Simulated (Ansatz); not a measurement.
Consider the cleavage of the Si–Si bond: `C[SiH2][SiH2]C` + H₂Te → `C[SiH2][TeH]` + `C[SiH3]`.

Computed with Ansatz on PBE0-D4/def2-TZVP structures; ΔE is electronic, products minus reactants. CCSD(T)/CBS adds triple-zeta CCSD(T) − MP2 to the extrapolated MP2 energy (def2 sets, frozen cores). This one scheme is used for every species. DFT in def2-TZVPP. Elements past krypton have def2 core potentials. For Te outer-core shells are correlated without core-valence functions, which leaves a few kJ/mol of doubt a bond. Each species was taken in one conformer, which may not be the lowest.

```
             level  ΔE (kJ/mol)  difference from CCSD(T)/CBS
            PBE-D4        -56.5                         12.7
           PBE0-D4        -60.4                          8.8
           ωB97X-V        -62.5                          6.7
           ωB97M-V        -67.3                          1.9
            B2PLYP        -68.0                          1.2
            r2SCAN        -63.9                          5.3
              PBE0        -61.6                          7.6
     HF/def2-TZVPP        -74.3                         -5.1
    MP2/def2-TZVPP        -75.4                         -6.2
SCS-MP2/def2-TZVPP        -72.7                         -3.5
CCSD(T)/def2-TZVPP        -62.7                          6.5
    MP2/def2-QZVPP        -79.4                        -10.2
SCS-MP2/def2-QZVPP        -76.4                         -7.2
      HF/CBS(def2)        -75.0                         -5.8
     MP2/CBS(def2)        -82.0                        -12.8
    CCSD/CBS(def2)        -69.7                         -0.5
       CCSD(T)/CBS        -69.2                            0
```

Largest T1 diagnostic among the species: 0.011.

From PBE to PBE0 (25 % exact exchange), in def2-TZVPP and without D4, ΔE moves by −4.0 kJ/mol.

CCSD(T)/CBS has its own doubt, a few kJ/mol and more with outer-core shells, so smaller differences from it don't rank the levels.
